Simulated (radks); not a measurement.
Q: The mean radii <r> (bohr) of the occupied orbitals of an atom or ion are listed with their occupations. All-electron calculation, Dirac Kohn-Sham, PBE, spin-unpolarised, spherical densities, finite nucleus; Fermi nuclear charge, rms radius of each element as measured or else 0.836 A^(1/3) + 0.57 fm. Program: a radial shooting solver on a logarithmic mesh with Libxc functionals.

orbital  occ.      <r>
1s1/2       2  0.08101
2s1/2       2   0.3834
2p1/2       2   0.3435
2p3/2       4   0.3459
3s1/2       1    1.057

Name the element and its charge. Open shells, if any, fill j = l - 1/2 first.

A: Z = 19, potassium, charge +8: K8+ in [Ne] 3s1. The 1s radius gives Z: for a bare nucleus <r> = (2 gamma + 1)/(2Z) with gamma = sqrt(1 - (Z/c)^2), 0.07844 bohr for Z = 19, and screening makes it slightly larger (0.08101 here). The occupations add up to 11, and the charge is Z minus that.
